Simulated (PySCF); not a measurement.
# C₆ coefficients of unlike pairs at PBE0

Calculated with PySCF 2.14 from the dipole response of each species, C₆(A,B) = (3/π) ∫ α_A(iu) α_B(iu) du, in atomic units, from isotropic polarisabilities. For ions this is the dispersion term alone; charge-induced terms of lower order in 1/R come first.

```json
{"species": "Ga(2+)", "configuration": "[Ar] 3d10 4s1 (2S)", "basis": "aug-cc-pVQZ-PP with ECP10MDF (7s6p5d3f2g)", "relativity": "core potential", "α (bohr³)": "9.914", "C₆ (like pair)": "29.03"}
{"species": "Fe", "configuration": "[Ar] 3d6 4s2 (5D)", "basis": "aug-cc-pVTZ-DK (8s7p5d3f2g)", "relativity": "spin-free X2C", "α (bohr³)": "64.21", "C₆ (like pair)": "577.8"}
{"species": "Cs+", "configuration": "[Xe] (1S)", "basis": "def2-QZVPPD with the def2 core potential (46 electrons) (6s5p4d3f)", "relativity": "core potential", "α (bohr³)": "15.82", "C₆ (like pair)": "131.7"}
{"species": "Cu+", "configuration": "[Ar] 3d10 (1S)", "basis": "aug-cc-pwCVTZ-DK (10s9p7d4f3g)", "relativity": "spin-free X2C", "α (bohr³)": "6.413", "C₆ (like pair)": "19.90"}
```

(1) Estimate C₆ for Cu+ with Ga(2+).

No spin-orbit coupling is included.

The other pairs:

```json
{"pair": "Cs+, Ga(2+)", "C₆": "60.18"}
{"pair": "Fe, Ga(2+)", "C₆": "122.5"}
{"pair": "Cs+, Fe", "C₆": "235.8"}
{"pair": "Cu+, Cs+", "C₆": "50.02"}
{"pair": "Cu+, Fe", "C₆": "90.13"}
```

## Answers

(1) The integral gives 23.04. The combination rule 2 C_A C_B / (C_A α_B/α_A + C_B α_A/α_B) gives 23.32 and the geometric mean 24.04.
